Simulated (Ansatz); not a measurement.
Consider the formal exchange of groups at the Se–Ge bond: `B[Se][GeH2][NH2]` + `F[SiH3]` → `B[Se][SiH2]F` + `[NH2][GeH3]`.

Computed with Ansatz on PBE0-D4/def2-TZVP structures; ΔE is electronic, products minus reactants. CBS: MP2 limit from def2 TZ/QZ plus the TZ coupled-cluster correction, frozen cores. This one scheme is used for every species. Functionals use def2-TZVPP. B3LYP here is the variant with VWN-RPA as its local correlation; programs differ in this. For Ge, Se outer-core shells are correlated without core-valence functions, which leaves a few kJ/mol of doubt a bond. Scalar relativity is left out up to krypton. Each species was taken in one conformer, which may not be the lowest.

```
             level  ΔE (kcal/mol)  difference from CCSD(T)/CBS
         r2SCAN-D4            1.6                          0.4
           PBE0-D4            1.4                          0.2
          B3LYP-D4            2.3                          1.1
           ωB97X-V            1.0                         -0.2
           ωB97M-V            1.0                         -0.2
            B2PLYP            2.0                          0.8
              PBE0            1.1                         -0.1
             B3LYP            1.9                          0.7
     HF/def2-QZVPP            1.2                          0.0
SCS-MP2/def2-QZVPP            1.6                          0.4
       CCSD(T)/CBS            1.2                            0
```

Largest T1 diagnostic among the species: 0.013.

CCSD(T)/CBS has its own doubt, a few kJ/mol and more with outer-core shells, so smaller differences from it don't rank the levels.
